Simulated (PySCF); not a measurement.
PySCF input for Ti(Cl)2(OH) (Cl2HOTi), SMILES [OH][Ti+]([Cl])[Cl], charge +1, multiplicity 1, B3LYP-D3(BJ)/def2-SVP. 

```python
import numpy as np
from pyscf import gto, scf, dft
from pyscf.geomopt import geometric_solver

mol = gto.M(
    atom='''
    Ti   -0.42513679    0.40920994    0.00000000
    Cl    0.15891748   -0.78013519    1.64487401
    Cl    0.15891748   -0.78013518   -1.64487402
    O     0.38700877    1.85242043    0.00000001
    H     0.85374484    2.70261408    0.00000002
    ''',
    basis='def2-SVP',
    charge=1,
    spin=0,
    max_memory=1600,
    verbose=3,
)
mf = dft.RKS(mol, xc='b3lyp').density_fit(auxbasis='def2-universal-jkfit')
mf.disp = 'd3bj'
mf.grids.level = 3
mf.conv_tol = 1e-9
mf.max_cycle = 100
mf.kernel()
conv, mol_eq = geometric_solver.kernel(mf, convergence_set='GAU_TIGHT', maxsteps=100)
print(mol_eq.tostring(format='xyz'))
mf.reset(mol_eq)
mf.kernel()
```

Output:

```
[...]
   H   0.947452   2.661347   0.000000    0.000001 -0.000006 -0.000000
converged SCF energy = -1845.16478137488
--------------- DFRKS_Scanner gradients ---------------
         x                y                z
0 Ti    -0.0000345353    -0.0000152847    -0.0000010412
1 Cl    -0.0000009524    -0.0000026368     0.0000004444
2 Cl    -0.0000012409    -0.0000019521     0.0000006724
3 O    -0.0000211859    -0.0000178558    -0.0000000477
4 H    -0.0000295970     0.0000044672    -0.0000000276
----------------------------------------------
cycle 93: E = -1845.16478137  dE = 9.62245e-10  norm(grad) = 5.57213e-05
Step   92 : Displace = 5.927e-06/7.625e-06 (rms/max) Trust = 5.657e-06 (+) Grad = 1.922e-05/3.504e-05 (rms/max) E (change) = -1845.1647813749 (+9.622e-10) Quality = -1.300
Not rejecting step - energy change meets convergence criteria
Hessian Eigenvalues: 3.88335e-02 5.00000e-02 5.00000e-02 ... 4.22090e-01 5.56699e+00 6.15943e+00

Geometry optimization cycle 94
Cartesian coordinates (Angstrom)
 Atom        New coordinates             dX        dY        dZ
  Ti  -0.360502   0.353057   0.000000   -0.000004 -0.000000  0.000000
  Cl   0.175888  -0.725599   1.750034    0.000004  0.000002 -0.000001
  Cl   0.175887  -0.725601  -1.750035    0.000004  0.000002  0.000001
   O   0.330417   1.903898   0.000000   -0.000004 -0.000000  0.000000
   H   0.947452   2.661343   0.000000    0.000000 -0.000004  0.000000
converged SCF energy = -1845.16478137564
--------------- DFRKS_Scanner gradients ---------------
         x                y                z
0 Ti    -0.0000357706    -0.0000156928     0.0000006528
1 Cl    -0.0000009268    -0.0000027158     0.0000007339
2 Cl    -0.0000007340    -0.0000031534    -0.0000014189
3 O    -0.0000214247    -0.0000173195     0.0000000299
4 H    -0.0000286487     0.0000056322     0.0000000026
----------------------------------------------
cycle 94: E = -1845.16478138  dE = -7.51925e-10  norm(grad) = 5.62045e-05
Step   93 : Displace = 4.023e-06/5.151e-06 (rms/max) Trust = 4.000e-06 (-) Grad = 1.899e-05/3.456e-05 (rms/max) E (change) = -1845.1647813756 (-7.519e-10) Quality = 1.474
Eigenvalues below 1.0000e-05 (-3.9328e+00) - returning guess
Hessian Eigenvalues: 5.00000e-02 5.00000e-02 5.00000e-02 ... 2.50000e-01 3.61582e-01 5.19793e-01

Geometry optimization cycle 95
Cartesian coordinates (Angstrom)
 Atom        New coordinates             dX        dY        dZ
  Ti  -0.360508   0.353057   0.000000   -0.000006 -0.000000 -0.000000
  Cl   0.175893  -0.725596   1.750032    0.000005  0.000003 -0.000001
  Cl   0.175893  -0.725597  -1.750033    0.000005  0.000003  0.000001
   O   0.330412   1.903897   0.000000   -0.000005 -0.000001 -0.000000
   H   0.947453   2.661338   0.000000    0.000001 -0.000006 -0.000000
converged SCF energy = -1845.16478137521
--------------- DFRKS_Scanner gradients ---------------
         x                y                z
0 Ti    -0.0000367479    -0.0000170813    -0.0000001219
1 Cl    -0.0000006984    -0.0000031216     0.0000014998
2 Cl    -0.0000007260    -0.0000030464    -0.0000013614
3 O    -0.0000219757    -0.0000171740    -0.0000000052
4 H    -0.0000273474     0.0000071920    -0.0000000109
----------------------------------------------
cycle 95: E = -1845.16478138  dE = 4.22688e-10  norm(grad) = 5.69546e-05
Step   94 : Displace = 5.718e-06/7.349e-06 (rms/max) Trust = 5.657e-06 (+) Grad = 1.872e-05/3.402e-05 (rms/max) E (change) = -1845.1647813752 (+4.227e-10) Quality = -0.594
Hessian Eigenvalues: 7.37650e-05 5.00000e-02 5.00000e-02 ... 2.55463e-01 4.36995e-01 1.97004e+01

Geometry optimization cycle 96
Cartesian coordinates (Angstrom)
 Atom        New coordinates             dX        dY        dZ
  Ti  -0.360512   0.353057   0.000000   -0.000004 -0.000000 -0.000000
  Cl   0.175897  -0.725594   1.750031    0.000004  0.000002 -0.000001
  Cl   0.175897  -0.725595  -1.750032    0.000004  0.000002  0.000001
   O   0.330408   1.903897   0.000000   -0.000004 -0.000001 -0.000000
   H   0.947453   2.661334   0.000000    0.000000 -0.000004 -0.000000
converged SCF energy = -1845.16478137542
--------------- DFRKS_Scanner gradients ---------------
         x                y                z
0 Ti    -0.0000362174    -0.0000163174     0.0000005894
1 Cl    -0.0000008212    -0.0000024933     0.0000005462
2 Cl    -0.0000006471    -0.0000028894    -0.0000011650
3 O    -0.0000215826    -0.0000175319     0.0000000276
4 H    -0.0000282208     0.0000060136     0.0000000022
----------------------------------------------
cycle 96: E = -1845.16478138  dE = -2.01453e-10  norm(grad) = 5.65807e-05
Step   95 : Displace = 4.023e-06/5.185e-06 (rms/max) Trust = 4.000e-06 (-) Grad = 1.887e-05/3.454e-05 (rms/max) E (change) = -1845.1647813754 (-2.015e-10) Quality = 0.403
Hessian Eigenvalues: 2.31413e-02 5.00000e-02 5.00000e-02 ... 3.42565e-01 4.28058e-01 1.94967e+00

Geometry optimization cycle 97
Cartesian coordinates (Angstrom)
 Atom        New coordinates             dX        dY        dZ
  Ti  -0.360516   0.353057   0.000000   -0.000004 -0.000000 -0.000000
  Cl   0.175901  -0.725591   1.750030    0.000004  0.000002 -0.000001
  Cl   0.175901  -0.725592  -1.750031    0.000004  0.000002  0.000001
   O   0.330404   1.903896   0.000000   -0.000004 -0.000000 -0.000000
   H   0.947453   2.661330   0.000000    0.000000 -0.000004 -0.000000
converged SCF energy = -1845.16478137419
--------------- DFRKS_Scanner gradients ---------------
         x                y                z
0 Ti    -0.0000371432    -0.0000142321    -0.0000012662
1 Cl    -0.0000001086    -0.0000041654     0.0000034912
2 Cl    -0.0000004617    -0.0000033327    -0.0000021365
3 O    -0.0000209345    -0.0000167328    -0.0000000572
4 H    -0.0000288345     0.0000052575    -0.0000000310
----------------------------------------------
cycle 97: E = -1845.16478137  dE = 1.23032e-09  norm(grad) = 5.66262e-05
Step   96 : Displace = 4.035e-06/5.201e-06 (rms/max) Trust = 4.000e-06 (=) Grad = 1.917e-05/3.469e-05 (rms/max) E (change) = -1845.1647813742 (+1.230e-09) Quality = -2.421
Not rejecting step - trust below tmin = 4.000e-06
Eigenvalues below 1.0000e-05 (-6.3179e+00) - returning guess
Hessian Eigenvalues: 5.00000e-02 5.00000e-02 5.00000e-02 ... 2.50000e-01 3.61582e-01 5.19793e-01

Geometry optimization cycle 98
Cartesian coordinates (Angstrom)
 Atom        New coordinates             dX        dY        dZ
  Ti  -0.360521   0.353056   0.000000   -0.000004 -0.000000  0.000000
  Cl   0.175905  -0.725589   1.750029    0.000004  0.000002 -0.000001
  Cl   0.175905  -0.725590  -1.750030    0.000004  0.000002  0.000001
   O   0.330400   1.903896   0.000000   -0.000004 -0.000001  0.000000
   H   0.947454   2.661326   0.000000    0.000000 -0.000004  0.000000
converged SCF energy = -1845.16478137522
--------------- DFRKS_Scanner gradients ---------------
         x                y                z
0 Ti    -0.0000364952    -0.0000159110     0.0000010811
1 Cl    -0.0000007394    -0.0000022934     0.0000004057
2 Cl    -0.0000004257    -0.0000030156    -0.0000015478
3 O    -0.0000214030    -0.0000176239     0.0000000503
4 H    -0.0000284130     0.0000056509     0.0000000111
----------------------------------------------
cycle 98: E = -1845.16478138  dE = -1.03728e-09  norm(grad) = 5.66727e-05
Step   97 : Displace = 4.031e-06/5.166e-06 (rms/max) Trust = 4.000e-06 (=) Grad = 1.893e-05/3.473e-05 (rms/max) E (change) = -1845.1647813752 (-1.037e-09) Quality = 2.070
Hessian Eigenvalues: 1.79002e-02 5.00000e-02 5.00000e-02 ... 3.59809e-01 5.13336e-01 1.96081e+00

Geometry optimization cycle 99
Cartesian coordinates (Angstrom)
 Atom        New coordinates             dX        dY        dZ
  Ti  -0.360527   0.353056   0.000000   -0.000006 -0.000000 -0.000000
  Cl   0.175910  -0.725586   1.750028    0.000006  0.000003 -0.000001
  Cl   0.175910  -0.725587  -1.750029    0.000006  0.000003  0.000001
   O   0.330395   1.903895   0.000000   -0.000006 -0.000001 -0.000000
   H   0.947454   2.661321   0.000000    0.000000 -0.000006 -0.000000
converged SCF energy = -1845.16478137355
--------------- DFRKS_Scanner gradients ---------------
         x                y                z
0 Ti    -0.0000370013    -0.0000226527    -0.0000047691
1 Cl    -0.0000004389    -0.0000026804     0.0000008173
2 Cl    -0.0000017879     0.0000004718     0.0000042615
3 O    -0.0000237439    -0.0000186791    -0.0000002167
4 H    -0.0000244950     0.0000103640    -0.0000000928
----------------------------------------------
cycle 99: E = -1845.16478137  dE = 1.67347e-09  norm(grad) = 5.96218e-05
Step   98 : Displace = 5.670e-06/7.387e-06 (rms/max) Trust = 5.657e-06 (+) Grad = 1.869e-05/3.338e-05 (rms/max) E (change) = -1845.1647813735 (+1.673e-09) Quality = -2.344
Not rejecting step - energy change meets convergence criteria
Hessian Eigenvalues: 1.65237e-03 5.00000e-02 5.00000e-02 ... 4.17871e-01 5.56129e-01 1.27764e+01

Geometry optimization cycle 100
Cartesian coordinates (Angstrom)
 Atom        New coordinates             dX        dY        dZ
  Ti  -0.360531   0.353056   0.000000   -0.000004 -0.000000  0.000000
  Cl   0.175914  -0.725583   1.750027    0.000004  0.000003 -0.000001
  Cl   0.175914  -0.725584  -1.750028    0.000004  0.000002  0.000001
   O   0.330391   1.903895   0.000000   -0.000004 -0.000001  0.000000
   H   0.947454   2.661316   0.000000    0.000000 -0.000004  0.000000
converged SCF energy = -1845.16478137504
--------------- DFRKS_Scanner gradients ---------------
         x                y                z
0 Ti    -0.0000369617    -0.0000161744     0.0000003145
1 Cl    -0.0000004876    -0.0000024120     0.0000007753
2 Cl    -0.0000003923    -0.0000026270    -0.0000011033
3 O    -0.0000213761    -0.0000176435     0.0000000158
4 H    -0.0000282427     0.0000056940    -0.0000000020
----------------------------------------------
cycle 100: E = -1845.16478138  dE = -1.49544e-09  norm(grad) = 5.69307e-05
Step   99 : Displace = 4.118e-06/5.459e-06 (rms/max) Trust = 4.000e-06 (-) Grad = 1.886e-05/3.478e-05 (rms/max) E (change) = -1845.1647813750 (-1.495e-09) Quality = 2.928
Hessian Eigenvalues: 1.41344e-02 5.00000e-02 5.00000e-02 ... 3.98973e-01 5.04724e-01 1.30777e+01

Geometry optimization cycle 101
Cartesian coordinates (Angstrom)
 Atom        New coordinates             dX        dY        dZ
  Ti  -0.360537   0.353056   0.000000   -0.000006 -0.000000 -0.000000
  Cl   0.175920  -0.725580   1.750026    0.000006  0.000003 -0.000001
  Cl   0.175920  -0.725581  -1.750026    0.000006  0.000003  0.000001
   O   0.330385   1.903894   0.000000   -0.000006 -0.000001 -0.000000
   H   0.947455   2.661311   0.000000    0.000000 -0.000006 -0.000000
converged SCF energy = -1845.16478137464
--------------- DFRKS_Scanner gradients ---------------
         x                y                z
0 Ti    -0.0000377442    -0.0000161434     0.0000004168
1 Cl    -0.0000002834    -0.0000027596     0.0000014969
2 Cl    -0.0000001594    -0.0000030424    -0.0000019343
3 O    -0.0000214245    -0.0000173389     0.0000000207
4 H    -0.0000278395     0.0000061388     0.0000000003
----------------------------------------------
cycle 101: E = -1845.16478137  dE = 4.06089e-10  norm(grad) = 5.72777e-05
Step  100 : Displace = 5.662e-06/7.371e-06 (rms/max) Trust = 5.657e-06 (+) Grad = 1.881e-05/3.459e-05 (rms/max) E (change) = -1845.1647813746 (+4.061e-10) Quality = -0.575
Hessian Eigenvalues: 1.41344e-02 5.00000e-02 5.00000e-02 ... 3.98973e-01 5.04724e-01 1.30777e+01
Maximum iterations reached (100); increase --maxiter for more
Geometry optimization failed to converge in 100 iterations
5
XYZ from PySCF
Ti         -0.36053678        0.35305559        0.00000004
Cl          0.17591976       -0.72558010        1.75002579
Cl          0.17591957       -0.72558123       -1.75002642
O           0.33038523        1.90389391        0.00000020
H           0.94745482        2.66131085        0.00000040
converged SCF energy = -1845.16478137482
```

The run did not converge; its last values are not results.
